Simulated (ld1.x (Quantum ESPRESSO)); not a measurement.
# Cutoff test, Mg (Z = 12), TM

* Element: Mg (Z = 12)
* Generator: ld1.x (Quantum ESPRESSO) 7.5
* Type: norm-conserving Troullier–Martins (Kleinman–Bylander form)
* Functional: PBEsol
* Relativity: scalar-relativistic
* Frozen core: [Ne]
* Valence charge: 2
* Reference configuration: 3s1.75 3p0.25
* Partial waves: 3s (bound): rc 2.20 bohr; 3p (bound): rc 5.38 bohr
* Local potential: the p channel
* Core correction: none

The pseudo-atom Hamiltonian at the reference potential is diagonalised in spherical Bessel functions j_l(qr) that vanish at 20 bohr, with q² up to the cutoff. All-electron valence levels (Ry): 3s -0.3632, 3p -0.1114.

Task: How do the lowest levels (Ry) of each channel move with the cutoff, and are there ghosts?

Result:

```tsv
cutoff (Ry)	s #1	p #1	d #1	f #1	f #2	Σ f·Δε (mRy)
8	-0.3620	-0.1114	0.0438	0.0976	0.2223	2.1
10	-0.3623	-0.1114	0.0438	0.0976	0.2223	1.5
12	-0.3623	-0.1114	0.0438	0.0976	0.2223	1.5
15	-0.3625	-0.1114	0.0438	0.0976	0.2223	1.2
18	-0.3629	-0.1114	0.0438	0.0976	0.2223	0.6
21	-0.3630	-0.1114	0.0438	0.0976	0.2223	0.2
25	-0.3631	-0.1114	0.0438	0.0976	0.2223	0.1
400	-0.3632	-0.1114	0.0438	0.0976	0.2223	0.0
```

Result: no extra level below or beside the all-electron valence levels (s, p, d, f tested); 10 mRy is reached at 6 Ry and 1 mRy at 18 Ry.
